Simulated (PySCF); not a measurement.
# Telling isomers of C6H8N2 apart by NMR

One computed conformer, fast rotation and ring inversion assumed for equivalent nuclei, no solvent, no relativistic terms. GFN2-xTB structure; NMR shieldings at PBE0/pcSseg-1/GIAO; PySCF 2.14.0 with density-fitted response routines.

Chemical shifts δ = σref − σ; $^{1}$H and $^{13}$C vs TMS, all at this level. Where no couplings were computed, multiplicities follow the n + 1 count of equivalent neighbours, and m marks all less simple cases (inequivalent or close neighbours, rings, F or P nearby). Shifts are as computed. Against solution values, carbons near 30 ppm lie about +3 ppm off and those near 130 ppm about +5 ppm (rms about the fit 2.1 ppm; single classes can miss by 10 ppm). Of 1328 compounds with measured shifts, 309 miss one by over three times the rms of a fit or turn the order of signals round; such compounds aren't used in these exercises. Signals without a measured value on file couldn't be tested in this way; 1H shifts scatter by 0.2 ppm about their fit, and single ones miss by 0.5 ppm. OH and NH positions are gas-phase values without hydrogen bonding to other molecules.

(1) Tabulate the signals of `CCc1cccnn1`, `Nc1ccc(N)cc1` and their relative energies.

(2) What is the quickest way to tell CCc1cccnn1 from Nc1ccc(N)cc1?

Answers

(1) 
```json
{"SMILES": "CCc1cccnn1", "carbon types": "1×C 3×CH 1×CH2 1×CH3", "δC": "170.2, 153.5, 130.3, 129.1, 35.8, 20.4", "δH": "9.46 (d, 1H), 7.39 (m, 1H), 7.38 (m, 1H), 3.15 (q, 2H), 1.35 (t, 3H)", "E rel. (kcal/mol)": "27.7"}
{"SMILES": "Nc1ccc(N)cc1", "carbon types": "2×C 4×CH", "δC": "143.5, 118.0", "δH": "6.60 (s, 4H), 2.93 (br s, 4H)", "E rel. (kcal/mol)": "0.0"}
```

Energies are electronic energies at PBE0/pcSseg-1 on these geometries, without zero-point or thermal terms, each for the one conformer computed, which needn't be the lowest.

(2) Count the carbon signals: 6 against 2. The first has an sp3 CH2 on an aromatic ring at 35.8 ppm, the second an aromatic carbon bearing nitrogen (C) at 143.5 ppm. Their most deshielded carbons lie at 170.2 and 143.5 ppm. In the proton spectra the most deshielded non-exchanging signals are 9.46 (d, 1H) and 6.60 (s, 4H).
